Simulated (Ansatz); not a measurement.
Basis-set extrapolation for BH3O2Si, SMILES `OB1O[SiH2]1` (PBE0-D4/def2-TZVP geometry, frozen core, Ansatz). Multiplicity 1, RHF reference.

|  | def2-TZVPP | def2-QZVPP |
| --- | --- | --- |
| HF | -465.250539 | -465.268150 |
| MP2 correlation | -0.684859 | -0.738239 |
| CCSD(T) correlation | -0.733433 | not run |

Energies in hartree. Use E(X) = E(∞) + A·exp(−7.88·√X) for Hartree–Fock and E(X) = E(∞) + B·X^(−2.97) for correlation, with X = 3 and 4, and add CCSD(T) minus MP2 of the smaller set to the MP2 limit.

What is the CCSD(T) energy at the basis-set limit?

HF limit: -465.268150 + (-0.017611) × 0.13774 = -465.27058. MP2 limit: -0.738239 + (-0.053380) × 0.74074 = -0.77778. Higher-order term: -0.733433 − (-0.684859) = -0.04857. Total: -466.09693 hartree, 296.6 kJ/mol below CCSD(T)/def2-TZVPP.
